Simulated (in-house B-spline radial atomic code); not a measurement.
The strontium ion Sr²⁺ is squeezed into an impenetrable sphere of radius R (the orbitals vanish at R). Level of theory: Dirac-Hartree-Fock, average of configuration, Fermi nucleus of rms radius 4.224 fm; calculated with a B-spline radial code for spherical atoms.

Energies in eV above the free ion in [Ar] 3d10 4s2 4p6:

```
R (bohr)  highest level (eV)  [Ar] 3d10 4s2 4p6  [Ne] 3s2 3p5 3d10 4s2 4p6 4f1  [Ar] 3d9 4s2 4p6 4f1
    7.78               -42.6          1.279e-05                          293.1                 150.5
    5.75               -42.6           0.006061                          296.1                 153.5
    5.17               -42.6            0.03284                            298                 155.4
    4.52               -42.5             0.2074                          301.3                 158.7
     3.7               -41.6              1.949                          309.2                 166.6
    3.07               -38.6              10.27                          324.8                 182.2
    2.47               -28.6              48.69                          374.4                 231.7
    2.27               -21.4              81.95                          413.4                 270.7
    1.99               -4.19              171.8                          514.9                   372
    1.21                 225               1731                           2176                  2027
```

(1) Does [Ne] 3s2 3p5 3d10 4s2 4p6 4f1 fall below [Ar] 3d10 4s2 4p6 under compression?

(2) Does [Ar] 3d9 4s2 4p6 4f1 fall below [Ar] 3d10 4s2 4p6 under compression?

The highest level is first positive in the row R = 1.21 bohr, pushed up by confinement above the zero of the free ion's potential. Each configuration is held fixed and needn't be the lowest in the sphere.

Answers

(1) No, it stays above over the whole range.

(2) No, it stays above over the whole range.
